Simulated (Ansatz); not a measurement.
A run for Ansatz (a first-principles code): R-PBE0/def2-TZVPP on AlH3O3 (SMILES [OH][Al]([OH])[OH]), a point of a torsion scan.

Ansatz 0.2 input:
```yaml
crystal:
  periodic: [false, false, false]
  atoms:
    - {symbol: O, position_ang: [-1.48561263, -0.69122766, -0.09862001]}
    - {symbol: Al, position_ang: [-0.22504646, 0.34604779, -0.27791582]}
    - {symbol: O, position_ang: [-0.09586713, 1.36756260, -1.58456250]}
    - {symbol: O, position_ang: [0.97976150, 0.36768951, 0.86376542]}
    - {symbol: H, position_ang: [-2.24400897, -1.11006328, 0.27378120]}
    - {symbol: H, position_ang: [-0.60641444, 1.54209044, -2.36293020]}
    - {symbol: H, position_ang: [1.78312131, 0.86264672, 0.94844710]}
basis:
  gaussian:
    orbitals: def2-TZVPP
hamiltonian:
  xc: {name: PBE0}
scf: {lower_state_search: off}
```

Task: Give the final energy of this run.

Result: -469.8358 hartree.
